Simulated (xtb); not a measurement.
(Z)-1-chloropent-1-ene (C5H9Cl), SMILES CCC/C=C\Cl. All values are semi-empirical tight-binding results from xtb (GFN2-xTB unless named), good for trends rather than for accurate numbers. Geometry: GFN2-xTB. The values are those of a single conformer.

Optimised geometry:

```xyz
15

C     -3.1233     0.1685     0.0657
C     -1.8697    -0.6428    -0.2342
C     -0.7091     0.2586    -0.6697
C      0.5090    -0.5455    -0.9799
C      1.6652    -0.4950    -0.3410
Cl     1.9822     0.5622     0.9845
H     -2.9307     0.8893     0.8571
H     -3.4493     0.7109    -0.8193
H     -3.9320    -0.4842     0.3857
H     -2.0822    -1.3668    -1.0242
H     -1.5719    -1.1995     0.6567
H     -0.4896     0.9777     0.1200
H     -1.0078     0.8116    -1.5647
H      0.4186    -1.2509    -1.7951
H      2.5147    -1.1076    -0.5985
```

```yaml
orbital_gap: 4.69 eV
dipole_moment: 1.80 D
zero_point_energy: 79.1 kcal/mol
G − E(el) at 298.15 K (modified RRHO): 58.7 kcal/mol
static polarisability (D4 model): 74.8 bohr³
solvation energy, GFN2-xTB/ALPB(water): -1.5 kcal/mol
solvation energy, GFN2-xTB/ALPB(benzene): -5.6 kcal/mol
```

Computed atomic charges and the Wiberg bond orders between heavy atoms:
charges (e) C1 -0.10, C2 -0.05, C3 -0.06, C4 -0.04, C5 0.04, Cl6 -0.18, H7 0.04, H8 0.04, H9 0.04, H10 0.03, H11 0.03, H12 0.05, H13 0.05, H14 0.05, H15 0.06. Bond orders C1–C2 1.02, C2–C3 0.99, C3–C4 1.03, C4–C5 1.90, C5–Cl6 0.98.
